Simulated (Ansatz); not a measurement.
Isolated molecules relaxed with PBE0-D4/def2-TZVP in Ansatz; ΔE leaves out vibrations. CBS: MP2 limit from def2 TZ/QZ plus the TZ coupled-cluster correction, frozen cores. This one scheme is used for every species, atoms too. For atomizations the MP2-based limit and the directly extrapolated one differ by several kJ/mol either way, and by 10 to 25 for some Ge, Se and Sn compounds, so smaller differences from it don't rank the levels. Functionals use def2-TZVPP. B3LYP here is the variant with VWN-RPA as its local correlation; programs differ in this. No spin–orbit coupling; open shells (•) take unrestricted orbitals. Spin–orbit coupling would lower the free atoms: a little for C. One conformer a species, not always the lowest.

Consider the atomization: `C=C(C)c1ccccc1` → 9 C• + 10 H•.

```json
{"level": "LDA (SPW92)", "ΔE (kcal/mol)": "2427.1", "difference from CCSD(T)/CBS": "321.3"}
{"level": "PBE-D4", "ΔE (kcal/mol)": "2182.3", "difference from CCSD(T)/CBS": "76.5"}
{"level": "revPBE-D4", "ΔE (kcal/mol)": "2131.7", "difference from CCSD(T)/CBS": "25.9"}
{"level": "BLYP-D4", "ΔE (kcal/mol)": "2115.4", "difference from CCSD(T)/CBS": "9.6"}
{"level": "B3LYP-D4", "ΔE (kcal/mol)": "2117.2", "difference from CCSD(T)/CBS": "11.4"}
{"level": "BHLYP-D4", "ΔE (kcal/mol)": "2056.4", "difference from CCSD(T)/CBS": "-49.4"}
{"level": "B2PLYP", "ΔE (kcal/mol)": "2096.7", "difference from CCSD(T)/CBS": "-9.1"}
{"level": "PBE-QIDH", "ΔE (kcal/mol)": "2122.0", "difference from CCSD(T)/CBS": "16.2"}
{"level": "BLYP", "ΔE (kcal/mol)": "2088.0", "difference from CCSD(T)/CBS": "-17.8"}
{"level": "r2SCANh", "ΔE (kcal/mol)": "2110.9", "difference from CCSD(T)/CBS": "5.1"}
{"level": "r2SCAN0", "ΔE (kcal/mol)": "2094.1", "difference from CCSD(T)/CBS": "-11.7"}
{"level": "BHLYP", "ΔE (kcal/mol)": "2042.2", "difference from CCSD(T)/CBS": "-63.6"}
{"level": "MP2/def2-TZVPP", "ΔE (kcal/mol)": "2110.5", "difference from CCSD(T)/CBS": "4.7"}
{"level": "SCS-MP2/def2-TZVPP", "ΔE (kcal/mol)": "2083.9", "difference from CCSD(T)/CBS": "-21.9"}
{"level": "CCSD/def2-TZVPP", "ΔE (kcal/mol)": "2022.4", "difference from CCSD(T)/CBS": "-83.4"}
{"level": "MP2/CBS(def2)", "ΔE (kcal/mol)": "2156.9", "difference from CCSD(T)/CBS": "51.1"}
{"level": "CCSD(T)/CBS", "ΔE (kcal/mol)": "2105.8", "difference from CCSD(T)/CBS": "0"}
```

Largest T1 diagnostic among the species: 0.010.

From BLYP to BHLYP (50 % exact exchange), in def2-TZVPP and without D4, ΔE moves by −45.7 kcal/mol: exact exchange takes away binding that semilocal exchange gives to molecules. At CCSD(T), def2-SVP lies −68.0 kcal/mol from the extrapolated value and def2-TZVPP −46.4 kcal/mol: correlation converges slowly with the basis, and small sets miss more of it in the bonded molecule than in its fragments. Leaving LDA and LC-ωPBE aside and taking each functional with its dispersion term where it has one, the values spread over 125.9 kcal/mol, from BHLYP-D4 to PBE-D4. LDA lies +257.3 kcal/mol from PBE without D4, its usual overbinding.
